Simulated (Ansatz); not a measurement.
Reactions of C3H6FNSi (`C=NC([SiH3])=CF`).

Calculated with Ansatz (gas phase, PBE0-D4/def2-TZVP geometries, no zero-point term in ΔE). CCSD(T)/CBS adds triple-zeta CCSD(T) − MP2 to the extrapolated MP2 energy (def2 sets, frozen cores). This one scheme is used for every species, atoms too. Double bonds are as drawn, so ΔE can hold a change between cis and trans. DFT in def2-TZVPP. B3LYP here is the variant with VWN-RPA as its local correlation; programs differ in this. Open shells (•) are unrestricted, without spin–orbit coupling. Spin–orbit coupling would lower the free atoms: a little for C, F, Si. Each species was taken in one conformer, which may not be the lowest.

| reaction | B3LYP-D4 (kJ/mol) |
| --- | --- |
| `C=N/C([SiH3])=C\F` + `SS` → `F/C=C(\[SiH3])SS` + `C=N` | -15 |
| `C=N/C([SiH3])=C\F` → `C=N/C(F)=C/[SiH3]` | -35 |
| `C=N/C([SiH3])=C\F` → `C[Si](C)(F)C#N` | -423 |
| `C=N/C([SiH3])=C\F` + H₂O → `C=N/C(O)=C/F` + SiH₄ | 56 |
| `C=N/C([SiH3])=C\F` + H₂O → `C=N/C([SiH3])=C\O` + H–F | -9 |
| `C=N/C([SiH3])=C\F` + H₂ → `F/C=C/[SiH3]` + `C=N` | -63 |
| `C=N/C([SiH3])=C\F` → 3 C• + F• + 6 H• + N• + Si• | 4616 |
| `C=N/C([SiH3])=C\F` + HCl → `C=N/C([SiH3])=C\Cl` + H–F | -18 |

Task: Give the CCSD(T)/CBS values in the same order. (Estimate.)

Result: Ansatz gave: -18, -34, -452, 70, -13, -70, 4589, -28 kJ/mol.

Largest T1 diagnostic: 0.014, for `C=N/C(O)=C/F`.
